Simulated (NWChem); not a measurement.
# AlSiH4OF; SMILES [OH][Al]([SiH3])[F]

```xyz
8

Al     0.1733     0.4878    -0.1213
F     -1.0656     1.4741    -0.6934
O      1.6437     1.2066     0.3799
H      1.8115     2.1625     0.3550
Si    -0.0903    -1.9259     0.0037
H      1.1534    -2.5768     0.5455
H     -0.3741    -2.4994    -1.3606
H     -1.2474    -2.2869     0.8991
```
Atoms are numbered in this order, from 1.

Results from NWChem. Pople sets run with spherical d functions. The geometry was optimised at PBE-D3(BJ)/def2-SVP. Atomic charges in e: unrestrained fits to the electrostatic potential beside Mulliken populations; buried atoms are poorly determined by the fit.

For level B3LYP/def2-SVP:

```
Quantity      Value
------------  -----
ESP Al1        0.97
Mulliken Al1   0.80
Mulliken F2   -0.40
ESP O3        -0.81
Mulliken O3   -0.45
Mulliken Si5   0.06
```

Problem. What are these values for level Hartree-Fock/6-31G*?

Solution. The ESP Al1 is 1.14 and the Mulliken Al1 is 1.20. The Mulliken F2 comes out as -0.60 and the ESP O3 is -0.95. The Mulliken O3 is -0.94 and the Mulliken Si5 is 0.23.
